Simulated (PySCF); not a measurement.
C₆H₆N, charge +2, doublet, geometry from GFN2-xTB of the parent state (a state made from the parent by changing its charge; the spin is typed, not shown lowest); PySCF with PBE0/6-31G.

PySCF was given this input:
```python
from pyscf import gto, scf, dft

mol = gto.M(
    atom='''
N     2.258485    0.304545    0.094640
C     0.894261    0.111235   -0.000301
C     0.380320   -1.039380   -0.621763
C    -0.967105   -1.215330   -0.621233
C    -1.878543   -0.362519   -0.070139
C    -1.365894    0.782331    0.538051
C    -0.004771    1.011533    0.571766
H     2.563203    1.251584    0.254737
H     2.826851   -0.209266   -0.559429
H     1.056058   -1.748037   -1.078900
H    -2.940455   -0.548618   -0.095845
H    -2.044102    1.494031    0.987417
H     0.379440    1.901267    1.051251
''',
    basis='6-31g',
    charge=2,
    spin=1,
    verbose=4,
)

mf = dft.UKS(mol)
mf.xc = 'pbe0'
mf.kernel()
mf.analyze()
```

What the program printed (banner, timings and long lists left out):

```
PySCF version 2.14.0

[INPUT] verbose = 4
[INPUT] num. atoms = 13
[INPUT] num. electrons = 47
[INPUT] charge = 2
[INPUT] spin (= nelec alpha-beta = 2S) = 1
[INPUT] symmetry False subgroup None
[INPUT] Mole.unit = angstrom
[INPUT] Symbol           X                Y                Z      unit          X                Y                Z       unit  Magmom
[...]
nuclear repulsion = 263.304583725856
number of shells = 47
number of NR pGTOs = 178
number of NR cGTOs = 75
basis = 6-31g
ecp = {}

******** <class 'pyscf.dft.uks.UKS'> ********
method = UKS
initial guess = minao
damping factor = 0
level_shift factor = 0
DIIS = <class 'pyscf.scf.diis.CDIIS'>
diis_start_cycle = 1
diis_space = 8
diis_damp = 0
SCF conv_tol = 1e-09
SCF conv_tol_grad = None
SCF max_cycles = 50
direct_scf = True
direct_scf_tol = 1e-13
number electrons alpha = 24  beta = 23
XC library pyscf.dft.libxc version 7.1.2
    S. Lehtola, C. Steigemann, M. J. T. Oliveira, and M. A. L. Marques,  SoftwareX 7, 1–5 (2018)
XC functionals = pbe0
    C. Adamo and V. Barone,  J. Chem. Phys. 110, 6158 (1999)
    M. Ernzerhof and G. E. Scuseria,  J. Chem. Phys. 110, 5029 (1999)
radial grids:
    Treutler-Ahlrichs [JCP 102, 346 (1995); DOI:10.1063/1.469408] (M4) radial grids

becke partition: Becke, JCP 88, 2547 (1988); DOI:10.1063/1.454033
pruning grids: <function nwchem_prune>
grids dens level: 3
symmetrized grids: False
atomic radii adjust function: <function treutler_atomic_radii_adjust>
small_rho_cutoff = 0
Set gradient conv threshold to 3.16228e-05
tot grids = 157464
init E= -287.837356929056

cycle= 1 E= -285.611081259581  delta_E= 2.23  |g|= 0.323  |ddm|= 2.61
cycle= 2 E= -284.692626754668  delta_E= 0.918  |g|= 1.13  |ddm|=  1.7
cycle= 3 E= -285.64907511925  delta_E= -0.956  |g|= 0.248  |ddm|= 1.57
cycle= 4 E= -285.68564249413  delta_E= -0.0366  |g|= 0.0771  |ddm|= 0.289
cycle= 5 E= -285.687478368027  delta_E= -0.00184  |g|= 0.0664  |ddm|= 0.149
cycle= 6 E= -285.690403171209  delta_E= -0.00292  |g|= 0.0167  |ddm|= 0.0794
cycle= 7 E= -285.690643351278  delta_E= -0.00024  |g|= 0.0079  |ddm|= 0.0223
cycle= 8 E= -285.690765271806  delta_E= -0.000122  |g|= 0.00343  |ddm|= 0.0243
cycle= 9 E= -285.690802696303  delta_E= -3.74e-05  |g|= 0.00199  |ddm|= 0.0165
cycle= 10 E= -285.690808653882  delta_E= -5.96e-06  |g|= 0.000953  |ddm|= 0.00445
cycle= 11 E= -285.690815315273  delta_E= -6.66e-06  |g|= 0.000614  |ddm|= 0.00641
cycle= 12 E= -285.690821038233  delta_E= -5.72e-06  |g|= 0.000586  |ddm|= 0.00624
cycle= 13 E= -285.690824127226  delta_E= -3.09e-06  |g|= 0.000554  |ddm|= 0.00342
cycle= 14 E= -285.690828719334  delta_E= -4.59e-06  |g|= 0.000555  |ddm|= 0.00511
cycle= 15 E= -285.690829924112  delta_E= -1.2e-06  |g|= 0.000554  |ddm|= 0.00134
cycle= 16 E= -285.690830806116  delta_E= -8.82e-07  |g|= 0.000553  |ddm|= 0.00098
cycle= 17 E= -285.690830864531  delta_E= -5.84e-08  |g|= 0.000553  |ddm|= 6.47e-05
cycle= 18 E= -285.690825478884  delta_E= 5.39e-06  |g|= 0.00055  |ddm|= 0.00602
cycle= 19 E= -285.690733788789  delta_E= 9.17e-05  |g|= 0.00332  |ddm|= 0.118
cycle= 20 E= -285.690735611394  delta_E= -1.82e-06  |g|= 0.00319  |ddm|= 0.00252
cycle= 21 E= -285.690730520177  delta_E= 5.09e-06  |g|= 0.00355  |ddm|= 0.00631
cycle= 22 E= -285.690704483907  delta_E= 2.6e-05  |g|= 0.00535  |ddm|= 0.0319
cycle= 23 E= -285.690715817691  delta_E= -1.13e-05  |g|= 0.00463  |ddm|= 0.0138
cycle= 24 E= -285.690767132408  delta_E= -5.13e-05  |g|= 0.00183  |ddm|= 0.0686
cycle= 25 E= -285.690759744456  delta_E= 7.39e-06  |g|= 0.00239  |ddm|= 0.00882
cycle= 26 E= -285.690765662216  delta_E= -5.92e-06  |g|= 0.00198  |ddm|= 0.00719
cycle= 27 E= -285.69076823095  delta_E= -2.57e-06  |g|= 0.00115  |ddm|= 0.00175
cycle= 28 E= -285.690782094146  delta_E= -1.39e-05  |g|= 0.000889  |ddm|= 0.0192
cycle= 29 E= -285.690771155482  delta_E= 1.09e-05  |g|= 0.000984  |ddm|= 0.0152
cycle= 30 E= -285.690770824461  delta_E= 3.31e-07  |g|= 0.00104  |ddm|= 0.00191
cycle= 31 E= -285.690756894218  delta_E= 1.39e-05  |g|= 0.000665  |ddm|= 0.0225
cycle= 32 E= -285.690749823131  delta_E= 7.07e-06  |g|= 0.000423  |ddm|= 0.0127
cycle= 33 E= -285.690722400325  delta_E= 2.74e-05  |g|= 0.000966  |ddm|= 0.0562
cycle= 34 E= -285.690695986304  delta_E= 2.64e-05  |g|= 0.00189  |ddm|= 0.0555
cycle= 35 E= -285.690679360158  delta_E= 1.66e-05  |g|= 0.00268  |ddm|= 0.0255
cycle= 36 E= -285.690698648644  delta_E= -1.93e-05  |g|= 0.00176  |ddm|= 0.0302
cycle= 37 E= -285.690711279876  delta_E= -1.26e-05  |g|= 0.00168  |ddm|= 0.0276
cycle= 38 E= -285.690722659583  delta_E= -1.14e-05  |g|= 0.00211  |ddm|= 0.0291
cycle= 39 E= -285.690717835198  delta_E= 4.82e-06  |g|= 0.00141  |ddm|= 0.0152
cycle= 40 E= -285.690725499862  delta_E= -7.66e-06  |g|= 0.00131  |ddm|= 0.0173
cycle= 41 E= -285.69072699262  delta_E= -1.49e-06  |g|= 0.00141  |ddm|= 0.00382
cycle= 42 E= -285.690724519012  delta_E= 2.47e-06  |g|= 0.00138  |ddm|= 0.00573
cycle= 43 E= -285.69074495758  delta_E= -2.04e-05  |g|= 0.00203  |ddm|= 0.0457
cycle= 44 E= -285.69072359149  delta_E= 2.14e-05  |g|= 0.00168  |ddm|= 0.0464
cycle= 45 E= -285.690700131274  delta_E= 2.35e-05  |g|= 0.00187  |ddm|= 0.0525
cycle= 46 E= -285.69070462233  delta_E= -4.49e-06  |g|= 0.00147  |ddm|= 0.00774
cycle= 47 E= -285.690703307894  delta_E= 1.31e-06  |g|= 0.00151  |ddm|= 0.00271
cycle= 48 E= -285.690706827458  delta_E= -3.52e-06  |g|= 0.00194  |ddm|= 0.0102
cycle= 49 E= -285.690708653636  delta_E= -1.83e-06  |g|= 0.00237  |ddm|= 0.00734
cycle= 50 E= -285.690713194468  delta_E= -4.54e-06  |g|= 0.00278  |ddm|= 0.0141
SCF not converged.
SCF energy = -285.690713194468 after 50 cycles  <S^2> = 0.80320944  2S+1 = 2.0525199
**** SCF Summaries ****
Total Energy =                        -285.690713194468060
Nuclear Repulsion Energy =             263.304583725856048
One-electron Energy =                 -885.013291008014903
Two-electron Energy =                  336.017994087690738
Two-electron Coulomb Energy =          376.674266321179687
DFT Exchange-Correlation Energy =      -40.656272233488949
**** MO energy ****
                             alpha | beta                alpha | beta
[...]
To work with the spin densities directly, `use mulliken_meta_spin()` only printing them here.

 ** Mulliken spin pop alpha/beta on meta-lowdin orthogonal AOs **
 ** Mulliken Spin Density (per AO)  **
spin_pop of  0 N 1s       -0.00000
spin_pop of  0 N 2s        0.03924
spin_pop of  0 N 3s        0.00009
spin_pop of  0 N 2px       0.03481
spin_pop of  0 N 2py       0.11751
spin_pop of  0 N 2pz       0.39963
spin_pop of  0 N 3px       0.00005
spin_pop of  0 N 3py       0.00036
spin_pop of  0 N 3pz       0.00126
spin_pop of  1 C 1s        0.00000
spin_pop of  1 C 2s       -0.00663
spin_pop of  1 C 3s        0.00004
spin_pop of  1 C 2px      -0.01131
spin_pop of  1 C 2py      -0.00552
spin_pop of  1 C 2pz       0.00033
spin_pop of  1 C 3px       0.00003
spin_pop of  1 C 3py       0.00011
spin_pop of  1 C 3pz       0.00023
spin_pop of  2 C 1s       -0.00000
spin_pop of  2 C 2s        0.01034
spin_pop of  2 C 3s       -0.00028
spin_pop of  2 C 2px       0.00779
spin_pop of  2 C 2py       0.04653
spin_pop of  2 C 2pz       0.16594
spin_pop of  2 C 3px      -0.00002
spin_pop of  2 C 3py      -0.00002
spin_pop of  2 C 3pz       0.00011
spin_pop of  3 C 1s        0.00000
spin_pop of  3 C 2s       -0.01114
spin_pop of  3 C 3s        0.00007
spin_pop of  3 C 2px      -0.01147
spin_pop of  3 C 2py       0.03723
spin_pop of  3 C 2pz      -0.11195
spin_pop of  3 C 3px       0.00002
spin_pop of  3 C 3py       0.00015
spin_pop of  3 C 3pz       0.00010
spin_pop of  4 C 1s       -0.00000
spin_pop of  4 C 2s        0.01241
spin_pop of  4 C 3s       -0.00032
spin_pop of  4 C 2px       0.00744
spin_pop of  4 C 2py       0.05733
spin_pop of  4 C 2pz       0.18143
spin_pop of  4 C 3px      -0.00004
spin_pop of  4 C 3py      -0.00005
spin_pop of  4 C 3pz       0.00001
spin_pop of  5 C 1s        0.00000
spin_pop of  5 C 2s       -0.00774
spin_pop of  5 C 3s        0.00015
spin_pop of  5 C 2px      -0.00658
spin_pop of  5 C 2py      -0.04080
spin_pop of  5 C 2pz      -0.06433
spin_pop of  5 C 3px       0.00006
spin_pop of  5 C 3py       0.00008
spin_pop of  5 C 3pz       0.00016
spin_pop of  6 C 1s       -0.00000
spin_pop of  6 C 2s        0.00945
spin_pop of  6 C 3s       -0.00026
spin_pop of  6 C 2px       0.00601
spin_pop of  6 C 2py       0.05154
spin_pop of  6 C 2pz       0.13418
spin_pop of  6 C 3px      -0.00004
spin_pop of  6 C 3py      -0.00005
spin_pop of  6 C 3pz      -0.00002
spin_pop of  7 H 1s       -0.01318
spin_pop of  7 H 2s       -0.00011
spin_pop of  8 H 1s       -0.01366
spin_pop of  8 H 2s       -0.00011
spin_pop of  9 H 1s       -0.00673
spin_pop of  9 H 2s        0.00000
spin_pop of  10 H 1s       -0.00781
spin_pop of  10 H 2s       -0.00000
spin_pop of  11 H 1s        0.00427
spin_pop of  11 H 2s       -0.00000
spin_pop of  12 H 1s       -0.00633
spin_pop of  12 H 2s        0.00002
 ** Mulliken Spin Density (per atom)  **
spin density of  0 N =      0.59295
spin density of  1 C =     -0.02273
spin density of  2 C =      0.23039
spin density of  3 C =     -0.09698
spin density of  4 C =      0.25821
spin density of  5 C =     -0.11900
spin density of  6 C =      0.20080
spin density of  7 H =     -0.01329
spin density of  8 H =     -0.01377
spin density of  9 H =     -0.00673
spin density of  10 H =     -0.00781
spin density of  11 H =      0.00427
spin density of  12 H =     -0.00631
 ** Mulliken pop alpha/beta on meta-lowdin orthogonal AOs **
 ** Mulliken pop       alpha | beta **
In total            24.00000 | 23.00000
 ** Mulliken atomic charges   ( Nelec_alpha | Nelec_beta ) **
charge of  0N =     -0.08524  (     3.83909      3.24614 )
charge of  1C =      0.16459  (     2.90634      2.92907 )
charge of  2C =     -0.05499  (     3.14269      2.91230 )
charge of  3C =      0.42995  (     2.73654      2.83352 )
charge of  4C =     -0.00162  (     3.12991      2.87170 )
charge of  5C =     -0.01329  (     2.94715      3.06615 )
charge of  6C =     -0.02393  (     3.11236      2.91156 )
charge of  7H =      0.32600  (     0.33036      0.34364 )
charge of  8H =      0.31834  (     0.33395      0.34772 )
charge of  9H =      0.24267  (     0.37530      0.38203 )
charge of  10H =      0.25340  (     0.36940      0.37721 )
charge of  11H =      0.23318  (     0.38554      0.38128 )
charge of  12H =      0.21096  (     0.39136      0.39768 )

WARN: System has nonzero charge 2; the dipole moment is origin-dependent.
Location of origin: [0. 0. 0.]

Dipole moment(X, Y, Z, Debye):  1.61783, -0.41634, -1.42787
```

Convergence was not reached.
